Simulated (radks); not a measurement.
Results of a calculation; reference values are marked as such.
Species: Co III. Configuration: [Ar] 3d7 (the NIST ground configuration).

Code: a radial shooting solver on a logarithmic mesh with Libxc functionals. Model: scalar-relativistic Kohn-Sham, PBE, spin-polarised, spherical densities, finite nucleus; open shells are filled with parallel spins first; Fermi nuclear charge, rms radius 3.7875 fm.

Energy parts (hartree):
total: -1392.27530
kinetic: 1410.27716
electron-nucleus: -3318.08884
Hartree: 574.55065
exchange-correlation: -59.01427

Orbitals (lengths in bohr, moments of r in powers of bohr; <r^-3> diverges for s and p1/2; r(max) is where P^2 peaks):
| orbital | occ. | eigenvalue (hartree) | <r^-3> | r(max) | <r^2> |
|---|---|---|---|---|---|
| 1s down | 1 | -279.7357 | - | 0.03678 | 0.004247 |
| 1s up | 1 | -279.7354 | - | 0.03678 | 0.004247 |
| 2s up | 1 | -33.74311 | - | 0.2131 | 0.07712 |
| 2s down | 1 | -33.68643 | - | 0.2130 | 0.07694 |
| 2p up | 3 | -28.99505 | 548.8 | 0.1720 | 0.06224 |
| 2p down | 3 | -28.95233 | 550.0 | 0.1719 | 0.06205 |
| 3s up | 1 | -4.51415 | - | 0.6688 | 0.6910 |
| 3s down | 1 | -4.39106 | - | 0.6695 | 0.6949 |
| 3p up | 3 | -3.16290 | 69.24 | 0.6786 | 0.7834 |
| 3p down | 3 | -3.04217 | 68.45 | 0.6798 | 0.7915 |
| 3d up | 5 | -1.04028 | 6.140 | 0.6665 | 1.318 |
| 3d down | 2 | -0.92942 | 5.901 | 0.6728 | 1.431 |
| 4s up | 0 | -0.78472 | - | 2.078 | 6.534 |
| 4s down | 0 | -0.74760 | - | 2.123 | 6.842 |
| 4p up | 0 | -0.55028 | 5.286 | 2.477 | 9.382 |
| 4p down | 0 | -0.52318 | 4.834 | 2.540 | 9.930 |

The highest occupied level is 3d down at -25.291 eV. Summed over all electrons, <r^2> = 16.10 bohr^2, which gives a Langevin (diamagnetic) susceptibility term of -12.8 x 10^-6 cm^3/mol. The electron density at the nucleus is 1.737e+04 e/bohr^3 (large components only). The density falls to 0.001 e/bohr^3 at r = 3.01 bohr. Spin moment in Bohr magnetons: 3. For comparison, the ionisation energy in NIST's Atomic Spectra Database is 33.5 eV (semi-empirical). In exact Kohn-Sham theory the highest level is minus the ionisation energy, but local and semilocal functionals leave it too shallow, through self-interaction and a potential that decays too fast; potentials with the right tail come closer.
